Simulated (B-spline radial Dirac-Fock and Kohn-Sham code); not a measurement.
## Dipole and non-dipole photoemission parameters of Mo 5s

System: the Mo atom, configuration [Kr] 4d5 5s1; threshold 5.75 eV (orbital energy of the model). Method: Dirac-Hartree-Slater photoionisation with a Latter tail; cross sections with all multipoles, angular parameters from the dipole term and its interference with E2. Computed with an atomic code on a B-spline grid.

```
hν (eV)   σ (kb)      β       γ
   55.5     23.9  1.972   0.043
   68.7     20.8  1.979   0.093
   95.8     14.9  1.985   0.165
    118     11.5  1.987   0.200
    154     8.09  1.989   0.230
    200     5.63  1.990   0.247
    246     4.19  1.991   0.253
    291     3.27  1.992   0.251
    303     3.08  1.992   0.250
    600     1.04  1.994   0.162
    656        ?      ?       ?
    741    0.726  1.995   0.115
    800    0.637  1.995   0.097
   1000    0.433  1.995   0.043
   1550    0.200  1.996  -0.052
   1590    0.191  1.996  -0.056
   2290   0.0973  1.996  -0.085
   2360   0.0919  1.996  -0.084
   3480   0.0434  1.996  -0.015
 5414.7   0.0177  1.996   0.219
   6460   0.0122  1.996   0.362
   7610  0.00858  1.996   0.523
 8047.8  0.00760  1.996   0.584
   8240  0.00722  1.996   0.611
  11400  0.00349  1.996   1.033
  12000  0.00311  1.996   1.109
  13500  0.00237  1.995   1.291
  14000  0.00217  1.995   1.350
  15000  0.00185  1.995   1.466
```

Q: Give the values at 656 eV.

A: σ = 0.893 kb, β = 1.995, γ = 0.143. For an s subshell δ is negligible.
